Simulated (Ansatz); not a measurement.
Basis-set extrapolation for `CN[Si](F)(Cl)OC` (PBE0-D4/def2-TZVP geometry, frozen core, Ansatz). Multiplicity 1, RHF reference.

```csv
,def2-TZVPP,def2-QZVPP
HF,-1057.359492,-1057.397002
MP2 correlation,-1.343914,-1.454518
CCSD(T) correlation,-1.445966,not run
```

Energies in hartree. Use E(X) = E(∞) + A·exp(−7.88·√X) for Hartree–Fock and E(X) = E(∞) + B·X^(−2.97) for correlation, with X = 3 and 4, and add CCSD(T) minus MP2 of the smaller set to the MP2 limit.

Problem. What is the CCSD(T) energy at the basis-set limit?

Solution. HF limit: -1057.397002 + (-0.037510) × 0.13774 = -1057.40217. MP2 limit: -1.454518 + (-0.110604) × 0.74074 = -1.53645. Higher-order term: -1.445966 − (-1.343914) = -0.10205. Total: -1059.04067 hartree, 617.5 kJ/mol below CCSD(T)/def2-TZVPP.
